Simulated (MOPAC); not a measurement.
Job for MOPAC: AM1 on CH4GeO (SMILES C[O][GeH]).

```
AM1 1SCF PRECISE CHARGE=0 THREADS=1
CH4GeO

C     -0.78587311 1    -0.15559512 1     0.31287130 1
O      0.01336493 1     0.98563563 1     0.05205304 1
Ge     1.77471701 1     1.05839598 1    -0.23695015 1
H     -1.55595179 1    -0.23958180 1    -0.45807495 1
H     -0.18760724 1    -1.07174276 1     0.32484996 1
H     -1.27910629 1    -0.03605760 1     1.28078890 1
H      2.02045650 1    -0.54105434 1    -0.08890411 1
```

Program output:

```
*******************************************************************************
 **                                                                           **
 **                              MOPAC v23.2.5                                **
 **                                                                           **
 *******************************************************************************
 ** MOPAC's Digital Object Identifier: https://doi.org/10.5281/zenodo.6511958 **
 **                                                                           **
 ** Please cite the open-source release paper for use of this MOPAC version:  **
 ** J. E. Moussa and J. J. P. Stewart (2026)                                  **
 ** MOPAC: An open-source semiempirical molecular orbital program             **
 ** J. Open Source Softw., 11(119), 8025, https://doi.org/10.21105/joss.08025 **
 *******************************************************************************

                              AM1 CALCULATION RESULTS

 *******************************************************************************
 *  AM1        - The AM1 Hamiltonian to be used
 *
 *
 *
 *                 CHARGE ON SYSTEM = 0
 *
 *
 *
 *  PRECISE    - TIGHTER CRITERIA TO BE USED
 *  1SCF       - DO 1 SCF AND THEN STOP
 *  THREADS=1  - MULTI-THREADING NOT USED
 *  T=         - A TIME OF 172800.0 SECONDS REQUESTED
 *  DUMP=N     - RESTART FILE WRITTEN EVERY 7200.0 SECONDS REQUESTED
 *******************************************************************************
AM1 1SCF PRECISE CHARGE=0 THREADS=1
 CH4GeO

   ATOM   CHEMICAL          X               Y               Z
  NUMBER   SYMBOL      (ANGSTROMS)     (ANGSTROMS)     (ANGSTROMS)

     1       C         -0.78587311  *  -0.15559512  *   0.31287130  *
     2       O          0.01336493  *   0.98563563  *   0.05205304  *
     3      Ge          1.77471701  *   1.05839598  *  -0.23695015  *
     4       H         -1.55595179  *  -0.23958180  *  -0.45807495  *
     5       H         -0.18760724  *  -1.07174276  *   0.32484996  *
     6       H         -1.27910629  *  -0.03605760  *   1.28078890  *
     7       H          2.02045650  *  -0.54105434  *  -0.08890411  *



          CARTESIAN COORDINATES

    NO.       ATOM           X           Y           Z

     1         C         -0.7859     -0.1556      0.3129
     2         O          0.0134      0.9856      0.0521
     3        Ge          1.7747      1.0584     -0.2370
     4         H         -1.5560     -0.2396     -0.4581
     5         H         -0.1876     -1.0717      0.3248
     6         H         -1.2791     -0.0361      1.2808
     7         H          2.0205     -0.5411     -0.0889

  H: (AM1): M.J.S. DEWAR ET AL, J. AM. CHEM. SOC. 107 3902-3909 (1985)
  C: (AM1): M.J.S. DEWAR ET AL, J. AM. CHEM. SOC. 107 3902-3909 (1985)
  O: (AM1): M.J.S. DEWAR ET AL, J. AM. CHEM. SOC. 107 3902-3909 (1985)
 Ge: (AM1): M.J.S.Dewar and C.Jie, Organometallics, 8, 1544, (1989)

           Empirical Formula: C H4 O Ge  =     7 atoms



      MOLECULAR POINT GROUP   :   Cs


      RHF CALCULATION, NO. OF DOUBLY OCCUPIED LEVELS = 9


 -------------------------------------------------------------------------------
 AM1 1SCF PRECISE CHARGE=0 THREADS=1
 CH4GeO



     1SCF WAS SPECIFIED, SO BFGS WAS NOT USED
     SCF FIELD WAS ACHIEVED


                              AM1 CALCULATION
                                                       MOPAC v23.2.5 Linux




          FINAL HEAT OF FORMATION =        -10.61812 KCAL/MOL =     -44.42620 KJ/MOL


          COSMO AREA              =        107.74 SQUARE ANGSTROMS
          COSMO VOLUME            =         95.27 CUBIC ANGSTROMS

          IONIZATION POTENTIAL    =          7.970784 EV
          HOMO LUMO ENERGIES (EV) =         -7.971 -0.917
          NO. OF FILLED LEVELS    =          9
          MOLECULAR WEIGHT        =        104.6320         POINT GROUP:  Cs

          MOLECULAR DIMENSIONS (Angstroms)

            Atom       Atom       Distance
            H     7    H     6     3.60807
           Ge     3    H     5     2.40435
            H     4    H     6     1.69006


          SCF CALCULATIONS        =          1





   ATOM   CHEMICAL          X               Y               Z
  NUMBER   SYMBOL      (ANGSTROMS)     (ANGSTROMS)     (ANGSTROMS)

     1       C         -0.78587311  *  -0.15559512  *   0.31287130  *
     2       O          0.01336493  *   0.98563563  *   0.05205304  *
     3      Ge          1.77471701  *   1.05839598  *  -0.23695015  *
     4       H         -1.55595179  *  -0.23958180  *  -0.45807495  *
     5       H         -0.18760724  *  -1.07174276  *   0.32484996  *
     6       H         -1.27910629  *  -0.03605760  *   1.28078890  *
     7       H          2.02045650  *  -0.54105434  *  -0.08890411  *

                             CARTESIAN COORDINATES

   1    C       -0.785873110    -0.155595120     0.312871300
   2    O        0.013364930     0.985635630     0.052053040
   3   Ge        1.774717010     1.058395980    -0.236950150
   4    H       -1.555951790    -0.239581800    -0.458074950
   5    H       -0.187607240    -1.071742760     0.324849960
   6    H       -1.279106290    -0.036057600     1.280788900
   7    H        2.020456500    -0.541054340    -0.088904110


           Empirical Formula: C H4 O Ge  =     7 atoms



      MOLECULAR POINT GROUP   :   Cs


                  EIGENVALUES
 -36.82281 -27.04279 -16.88167 -15.50765 -15.36044 -12.40002 -11.54692 -11.06399
  -7.97078  -0.91722   0.80843   1.90672   4.22812   4.46102   4.74405   5.60146


              NET ATOMIC CHARGES AND DIPOLE CONTRIBUTIONS

  ATOM NO.   TYPE          CHARGE      No. of ELECS.   s-Pop       p-Pop
    1          C          -0.019429        4.0194     1.21946     2.79997
    2          O          -0.552956        6.5530     1.87104     4.68191
    3         Ge           0.691805        3.3082     1.51779     1.79040
    4          H           0.070610        0.9294     0.92939
    5          H           0.038704        0.9613     0.96130
    6          H           0.070622        0.9294     0.92938
    7          H          -0.299356        1.2994     1.29936
 DIPOLE           X         Y         Z       TOTAL
 POINT-CHG.     2.033     1.399    -0.487     2.516
 HYBRID        -1.787    -3.664     0.712     4.138
 SUM            0.247    -2.265     0.225     2.289


          ATOMIC ORBITAL ELECTRON POPULATIONS

     Atom    s        px        py        pz
    1  C   1.21946   0.93743   0.85888   1.00365
    2  O   1.87104   1.46312   1.41432   1.80447
    3 Ge   1.51779   0.54700   1.05785   0.18555
    4  H   0.92939
    5  H   0.96130
    6  H   0.92938
    7  H   1.29936

 **********************
 *                    *
 * JOB ENDED NORMALLY *
 *                    *
 **********************




 == MOPAC DONE ==
```

The run finished.

Cost: roughly 0.020 core-seconds.
